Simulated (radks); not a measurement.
Values are calculated unless marked as measured or tabulated.
All-electron atom: the caesium ion Cs2+ in [Ar] 3d10 4s2 4p5 4d10 5s2 5p6 (not the ground configuration). Level of theory: scalar-relativistic Kohn-Sham, PBEsol, spin-polarised, spherical densities, finite nucleus; open shells are filled with parallel spins first (spin-orbit coupling, left out, can overturn this in heavy ions); Fermi nuclear charge, rms radius 4.8041 fm (a radial shooting solver on a logarithmic mesh with Libxc functionals).

Unscreened Slater integrals over Kohn-Sham orbitals (cm^-1). They are taken over the spin-up orbitals.

integral    value
F0(5p,5p)  103080
F2(5p,5p)   55720
F0(5p,5s)  110040
G1(5p,5s)   73667
F0(5p,4d)  128560
F2(5p,4d)   36963
G1(5p,4d)   10770
G3(5p,4d)   10372
F0(5s,5s)  119110
F0(5s,4d)  145350
G2(5s,4d)   16725
F0(4d,4d)  241470
F2(4d,4d)  122950
F4(4d,4d)   82115
